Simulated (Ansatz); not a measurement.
`C[Si](C)(C)Cl` + H₂S → `C[Si](C)(S)Cl` + CH₄ at 600 K and 1 bar (ligand exchange at the Si–C bond).

Isolated molecules relaxed with PBE0-D4/def2-TZVP in Ansatz; ΔE leaves out vibrations. CCSD(T)/CBS adds triple-zeta CCSD(T) − MP2 to the extrapolated MP2 energy (def2 sets, frozen cores). This one scheme is used for every species. Each species was taken in one conformer, which may not be the lowest.

```tsv
species	CCSD(T)/CBS energy (Eh)	H − E (kJ/mol)	S (J/(mol·K))
`C[Si](C)(C)Cl`	-868.53638	370.9	477.0
H₂S	-398.97279	60.8	230.9
`C[Si](C)(S)Cl`	-1227.07199	297.7	486.7
CH₄	-40.46206	140.4	215.7
```

H − E and S are ideal-gas, rigid-rotor, harmonic terms from PBE0-D4/def2-TZVP, for one conformer and one mirror image of each species. 1 Eh = 2625.50 kJ/mol, R = 8.31446 J/(mol·K).

By hand: ΔE, ΔH, ΔS and ΔG.

ΔE = (-1227.07199) + (-40.46206) − (-868.53638) − (-398.97279) = -0.02488 Eh = -65.3 kJ/mol. Δ(H − E) = 297.7 + 140.4 − 370.9 − 60.8 = 6.4, so ΔH = -58.9 kJ/mol. ΔS = 486.7 + 215.7 − 477.0 − 230.9 = -5.5 J/(mol·K). ΔG = -58.9 − 600 × (-5.5)/1000 = -55.6 kJ/mol.

By hand: the equilibrium constant, and the temperature at which ΔG would vanish if ΔH and ΔS stayed fixed.

log₁₀ K = −ΔG/(RT ln 10) = 4.8. ΔG = 0 at ΔH/ΔS = 10709 K, far beyond where these terms or the molecules hold.

The number of gas molecules stays the same, so ΔS is small and ΔH decides. A doubt of 5 kJ/mol in ΔE shifts log₁₀ K by 0.4 here. Other conformers and mirror images would add mixing entropy, several J/(mol·K) or more a flexible species. These are equilibria of isolated gas molecules and say nothing of rates. Largest T1 diagnostic: 0.010 (customary marks: 0.02 for closed shells, 0.045 for open ones).
